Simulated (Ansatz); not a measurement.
`[OH][W]([F])([F])([F])([F])[Cl]`, charge 0, multiplicity 1.

(1) Give a relaxed structure at PBE0-D4/def2-TZVP (Ansatz 0.2.0). (Best estimate.)

Results:

(1) The calculation gave: 
```xyz
8

O     0.204    1.511   -0.218
W    -0.090   -0.275    0.086
F     1.120   -0.321    1.480
F    -1.306   -0.395   -1.299
F    -0.193   -2.112    0.225
F     1.295   -0.604   -1.115
Cl   -1.783    0.075    1.555
H     0.754    2.121   -0.714
```
Point group Cs.
